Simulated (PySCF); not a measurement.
Excitations are Tamm–Dancoff values on a coarser integration grid. The basis has no diffuse functions, so Rydberg states are missing or too high.

Z-matrix (Å, degrees):
```
C
O 1 1.2025
O 1 1.3386 2 125.65
H 3 0.9673 1 106.70 2 0.00
O 1 1.3386 2 125.65 3 180.00
H 5 0.9673 1 106.70 2 0.00
```
Charge 0, spin multiplicity 1.

What is the computed total energy, brightest of the four lowest singlets (TDA), S1 excitation (TDA), T1 excitation (TDA), dipole moment, HOMO, LUMO and HOMO–LUMO gap (M06-2X/def2-TZVP // B3LYP-D3(BJ)/def2-TZVP (PySCF))?


| Property | Result |
|---|---|
| total energy | -265.0258 Ha |
| brightest of the four lowest singlets (TDA) | 9.32 eV |
| S1 excitation (TDA) | 7.03 eV |
| T1 excitation (TDA) | 6.68 eV |
| dipole moment | 0.18 D |
| HOMO | -10.58 eV |
| LUMO | 1.21 eV |
| HOMO–LUMO gap | 11.79 eV |
